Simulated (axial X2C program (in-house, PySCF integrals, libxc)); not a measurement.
## Photoelectron levels of GaSe⁻ by EOM-IP-CCSD

Calculated with an in-house all-electron X2C program for linear molecules (integrals from PySCF): two-component X2C with atomic mean-field Coulomb and Gaunt terms, Gaussian nuclei, basis Se dyall-acv3z, Ga dyall-acv3z with contracted cores.

R = 2.171 Å (0.960 times 2.261 Å, the PBE0 minimum at charge -1 for the lowest determinant).

Vertical detachment energies of GaSe⁻ to the states of GaSe:

```csv
Ω of GaSe,vertical detachment energy (eV),above lowest (cm⁻¹),ionised spinor,one-hole weight
1/2,2.635,0,"36% Ga pσ, 31% Se pσ, 22% Ga sσ",0.95
3/2,3.139,4065,"73% Se pπ, 14% Ga pπ, 8% Ga dπ",0.93
1/2,3.346,5734,"73% Se pπ, 13% Ga pπ, 7% Ga dπ",0.93
1/2,6.752,33206,"46% Se pσ, 40% Ga sσ, 6% Se sσ",0.82
```

What is the splitting of the first π pair in the table, and is it regular or inverted?

E(3/2) − E(1/2) = 4065 − 5734 = -1669 cm⁻¹ at EOM-IP-CCSD: inverted, Ω = 3/2 lower. Splittings at this level can be off by ten to twenty per cent.

This point took 21 s on 1 thread of Arm Neoverse V2, with other jobs on the host.

Reference electrons by ω block (each with its −ω partner): 1/2: 22, 3/2: 9, 5/2: 2. 20 electrons of GaSe⁻ correlated (inner shells frozen), 82 natural virtual spinors (a truncated set); levels can be off by some tenths of an eV. Roots sought by Ω: (1/2: 4, 3/2: 3, 5/2: 1); rows need 60 % one-particle weight and stop where some Ω has no more roots. Missing are any skipped roots, higher Ω and states of a further excitation; these come out far too high here and may in truth be low or lowest. T1 of the reference 0.016 (Lee–Taylor). Number of frozen shells: Se 3 s, 2 p, 1 d; Ga 3 s, 2 p.
